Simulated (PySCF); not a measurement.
**GaSb: frontier orbitals**

PBE0 at R = 2.773 Å; Ga def2-TZVPPD, Sb def2-TZVPPD with ECP28; scalar-relativistic core potentials (PySCF 2.14). State: ³Σ⁻ (triplet), unpaired electrons π ↑↑. Only the outer orbitals are listed, counted within each symmetry, core potentials removing the inner ones.

```json
{"spin": "α", "orbital": "10σ", "occ.": "1", "ε (eV)": "-14.86", "on Ga (%)": "7", "main shells (%)": "92 Sb s"}
{"spin": "α", "orbital": "11σ", "occ.": "1", "ε (eV)": "-9.92", "on Ga (%)": "80", "main shells (%)": "80 Ga s, 12 Sb p"}
{"spin": "α", "orbital": "6π", "occ.": "1", "ε (eV)": "-6.27", "on Ga (%)": "9", "main shells (%)": "91 Sb p"}
{"spin": "α", "orbital": "6π", "occ.": "1", "ε (eV)": "-6.27", "on Ga (%)": "9", "main shells (%)": "91 Sb p"}
{"spin": "α", "orbital": "12σ", "occ.": "1", "ε (eV)": "-5.53", "on Ga (%)": "42", "main shells (%)": "57 Sb p, 28 Ga p, 14 Ga s"}
{"spin": "α", "orbital": "7π", "occ.": "0", "ε (eV)": "-1.77", "on Ga (%)": "87", "main shells (%)": "86 Ga p"}
{"spin": "α", "orbital": "7π", "occ.": "0", "ε (eV)": "-1.77", "on Ga (%)": "87", "main shells (%)": "86 Ga p"}
{"spin": "α", "orbital": "13σ", "occ.": "0", "ε (eV)": "0.01", "on Ga (%)": "58", "main shells (%)": "47 Ga s, 34 Sb s, 12 Sb d"}
{"spin": "β", "orbital": "10σ", "occ.": "1", "ε (eV)": "-13.27", "on Ga (%)": "16", "main shells (%)": "83 Sb s, 12 Ga s"}
{"spin": "β", "orbital": "11σ", "occ.": "1", "ε (eV)": "-9.60", "on Ga (%)": "78", "main shells (%)": "78 Ga s, 13 Sb s, 9 Sb p"}
{"spin": "β", "orbital": "12σ", "occ.": "1", "ε (eV)": "-5.16", "on Ga (%)": "45", "main shells (%)": "52 Sb p, 36 Ga p, 8 Ga s"}
{"spin": "β", "orbital": "6π", "occ.": "0", "ε (eV)": "-3.15", "on Ga (%)": "31", "main shells (%)": "69 Sb p, 30 Ga p"}
{"spin": "β", "orbital": "6π", "occ.": "0", "ε (eV)": "-3.15", "on Ga (%)": "31", "main shells (%)": "69 Sb p, 30 Ga p"}
{"spin": "β", "orbital": "7π", "occ.": "0", "ε (eV)": "-1.24", "on Ga (%)": "69", "main shells (%)": "64 Ga p, 26 Sb p"}
```

Which are the highest filled and the lowest empty level, where do they sit, and how wide is the gap?

Highest filled β 12σ at -5.16 eV (in %: 52 Sb p, 36 Ga p, 8 Ga s); lowest empty β 6π at -3.15 eV (in %: 69 Sb p, 30 Ga p); the gap at PBE0 is 2.01 eV.

```json
{"bond order (Mayer)": "1.10", "⟨S²⟩": "2.008", "charge on Ga (Mulliken, basis-dependent)": "0.15", "charge on Ga (Löwdin, basis-dependent)": "0.02", "dipole moment (positive dipole means Ga(−)Sb(+))": "-1.28 D", "polarisability along the bond": "152.7 bohr³", "polarisability across the bond": "80.2 bohr³"}
```

Spin–orbit coupling is left out. The state was picked by a PBE0 search and need not be the measured ground state.
